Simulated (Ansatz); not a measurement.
Ansatz results at the PBE0-D4/def2-TZVP geometry: HOMO–LUMO gap (B3LYP/def2-TZVPP) 6.23 eV; size of the dipole moment (ωB97M-V/def2-TZVPP) 10.69 D; ideal-gas entropy at 298 K and 1 bar (rigid rotor, harmonic PBE0-D4/def2-TZVP) 338 J/(mol·K).

(1) Which molecule gave them?
A. `[SH][Au]`
B. `[NH3+][Au-][F]`
C. `[NH3+][Au-][Cl]`
D. `CC#[N+][Au-][F]`

Results:

(1) D. The others give `[SH][Au]`: 3.12, 3.02, 275; `[NH3+][Au-][F]`: 5.97, 8.71, 289; `[NH3+][Au-][Cl]`: 5.41, 8.94, 302.

B3LYP here is the variant with VWN-RPA as its local correlation; programs differ in this.
